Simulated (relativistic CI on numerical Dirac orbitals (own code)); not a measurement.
**Hyperfine structure of Re23+, mass number 187**

Computed by Dirac-Coulomb-Breit CI, separate exchange-only KLI orbitals for each configuration, model QED (radiative potential, 1s self-energy scaled to tabulated hydrogen-like ionisation energies), unscaled Slater integrals (own radial code, finite nucleus).

CI space (outside the closed core [Ar] 3d10 4p6 4d10): 4s²4f⁶, 4s²4f⁵5s, 4s²4f⁴5s², 4s²4f⁵6s, 4s4f⁷, 4f⁸. Levels of other configurations are missing.

Nuclear spin I = 5/2, μ = 3.209 μN, Q = 1.94 b (tables of Stone and Pyykkö). The electronic factors are computed for point nuclear moments, without core polarisation or the Bohr-Weisskopf and QED corrections.

```tsv
Level	E (eV)	A (MHz)	B (MHz)
4s²4f⁶ ⁷F1	0.8154	337.9	2310
4s²4f⁶ ⁷F2	1.6789	901.2	2650
4s²4f⁶ ⁷F3	2.4733	1358	1570
4s²4f⁶ ⁷F4	3.1799	1710	-771
4s²4f⁶ ⁷F5	3.7814	2010	-4200
4s²4f⁶ ⁷F6	4.2167	2326	-8320
4s²4f⁶ ⁵D1	6.6746	1449	835
4s²4f⁶ ⁵D2	8.3810	1783	211
```

Levels with J = 0, under 50 % of one LS term, or S terms without an open s electron are left out. Small factors come from cancelling terms and can be off by tens of per cent or more.

At this charge energies of transitions that change n are usually good to better than 1 %, and those within a shell (Δn = 0) to a few per cent. Terms inside the open d or f shell come out 10 to 20 % too wide with unscaled integrals.

Q: Give the hyperfine levels of 4s²4f⁶ ⁷F2 relative to its centre of gravity.

A: With K = F(F + 1) − I(I + 1) − J(J + 1), E = AK/2 + B[¾K(K + 1) − I(I + 1)J(J + 1)]/[2I(2I − 1)J(2J − 1)]: F = 1/2: -4453, F = 3/2: -4294, F = 5/2: -3366, F = 7/2: -675.7, F = 9/2: 5169 MHz.

LS names give the leading component of a level, which can be under half, so a name can repeat, a term be missing and a line seem to break the LS rules.
